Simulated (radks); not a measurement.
The numbers below are computed, except where a source is named.
Nb6+, configuration [Ar] 3d9 4s2 4p6 (not the ground configuration). Level of theory: scalar-relativistic Kohn-Sham, LDA (Slater exchange, Perdew-Wang correlation), spin-polarised, spherical densities, finite nucleus; open shells are filled with parallel spins first (spin-orbit coupling, left out, can overturn this in heavy ions); Fermi nuclear charge, rms radius 4.324 fm (a radial shooting solver on a logarithmic mesh with Libxc functionals).

Unscreened Slater integrals over Kohn-Sham orbitals (hartree). They are taken over the spin-up orbitals.

\begin{tabular}{lr}
integral & value \\ \hline
F0(4p,4p) & 0.76908 \\
F2(4p,4p) & 0.40745 \\
F0(4p,4s) & 0.79763 \\
G1(4p,4s) & 0.54441 \\
F0(4p,3d) & 0.98946 \\
F2(4p,3d) & 0.24055 \\
G1(4p,3d) & 0.078617 \\
G3(4p,3d) & 0.076290 \\
F0(4s,4s) & 0.83037 \\
F0(4s,3d) & 1.0537 \\
G2(4s,3d) & 0.090114 \\
F0(3d,3d) & 2.1531 \\
F2(3d,3d) & 1.0625 \\
F4(3d,3d) & 0.67549 \\
\end{tabular}

Derived for the open shells (J is the average intra-shell exchange parameter used in DFT+U). 3d: Racah B = F2/49 - 5 F4/441 = 0.01403 hartree, C = 35 F4/441 = 0.05361 hartree, C/B = 3.82, F4/F2 = 0.636, J = (F2 + F4)/14 = 0.1241 hartree.
